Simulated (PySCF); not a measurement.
Work out the structure from these simulated measurements.

Formula: C5H12Si.

| Item | Value |
| --- | --- |
| 13C NMR | chemical shifts (computed TMS as zero) by class: 39.9 (1 C), 37.8 (1 C), 17.3 (2 C), 14.1 (1 C) ppm [GIAO PBE0/pcSseg-1] |
| Dipole | 0.27 D [PBE0/pcSseg-1] |
| NMR, other nuclei | isotropic shieldings of nuclei other than C and H, by class: 395 (1 Si) ppm [GIAO PBE0/pcSseg-1] |
| 1H NMR | chemical shifts (computed TMS as zero) by class: 4.69 (1 H), 4.69 (1 H), 2.18 (1 H), 1.61 (2 H), 1.42 (2 H), 1.05 (2 H), 0.95 (3 H) ppm [GIAO PBE0/pcSseg-1] |
| Rotational structure | rotational constants A, B, C: 6.909, 1.586, 1.400 GHz [GFN2-xTB] |

Gas-phase values; electronic properties from PySCF, density fitting. Levels stand in brackets. One conformer (not necessarily the lowest) at the GFN2-xTB geometry, without solvent, vibrations or thermal averaging. NMR values are class means; diastereotopic atoms form classes of their own.

Question: Give a SMILES that accounts for the data.

Answer: Numbering: `[CH3:1][CH2:2][CH:3]1[CH2:4][SiH2:5][CH2:6]1`. Its formula, C5H12Si, gives 1 degree of unsaturation: 1 ring and 0 π bonds in the structure found. 5 carbons fall into 4 classes; from least to most shielded: chain CH2 carbon [C2] (39.9 ppm), four-membered-ring carbon [C3] (37.8 ppm), ring sp3 carbon bound to silicon [C4/C6] (17.3 ppm, 2 C), methyl carbon [C1] (14.1 ppm). Hydrogen classes from least to most shielded: 1 H on an SiH2 silicon, Si5 (4.69 ppm), 1 H on an SiH2 silicon, Si5 (4.69 ppm), 1 H on a four-membered-ring carbon, C3 (2.18 ppm), 2 H on 2 like atoms (sp3 carbon bound to silicon), C4/C6 (1.61 ppm), 2 H on a chain CH2 carbon, C2 (1.42 ppm), 2 H on 2 like atoms (sp3 carbon bound to silicon), C4/C6 (1.05 ppm), 3 H on a methyl carbon, C1 (0.95 ppm). The other shieldings belong to: 395 ppm, SiH2 silicon [Si5]. The optimised geometry has point group C1 and is an asymmetric top. Structure: `C1[SiH2]CC1CC`. Computed isomers that give other values at the same levels: `C=C[Si](C)(C)C` (rotational constant A: 3.007 GHz; this holds for the one conformer computed); `C=CC[SiH2]CC` (13C chemical shifts (computed TMS as zero) by class: 143.7 (1 C), 119.6 (1 C), 20.7 (1 C), 10.7 (1 C), 3.5 (1 C) ppm); `C=C[SiH2]CCC` (13C chemical shifts (computed TMS as zero) by class: 142.3 (1 C), 142.1 (1 C), 23.0 (1 C), 21.4 (1 C), 18.6 (1 C) ppm). The assignments are read from this structure; whether some other isomer fits the data as well wasn't checked.

Shape of the structure used: `[CH3:1][CH2:2][CH:3]1[CH2:4][SiH2:5][CH2:6]1`: C1–C2–C3–C4 177°.
